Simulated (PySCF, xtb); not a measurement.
Si(H)2(Cl)(vinyl) (C2H5ClSi), SMILES C(=C)[SiH2]Cl.

Geometry optimised at ωB97X-D3(BJ)/def2-SVP. Other conformers were not sampled.

The numbers are results of C-PCM-B3LYP/def2-SVP (PySCF), not measurements.

The values are the electrostatic part of the solvation free energy, E(continuum) − E(gas) at the gas-phase geometry, in a cavity of scaled van der Waals radii (PySCF's table); cavitation and dispersion terms are not included. In vacuum the orbital gap is 7.05 eV. The dipole moment in vacuum is 1.89 D.

Computed values in water (ε = 78.36), dimethylsulfoxide (ε = 46.83), benzene (ε = 2.27):
```csv
solvent,ε,ΔG(elec) (kcal/mol),dipole (D),gap (eV)
water,78.36,-1.8,2.39,7.07
dimethylsulfoxide,46.83,-1.8,2.38,7.07
benzene,2.27,-1.0,2.14,7.06
```

For comparison, GFN2-xTB/ALPB(water) (xtb, at the GFN2-xTB geometry, all terms of that model) gives -0.7 kcal/mol.
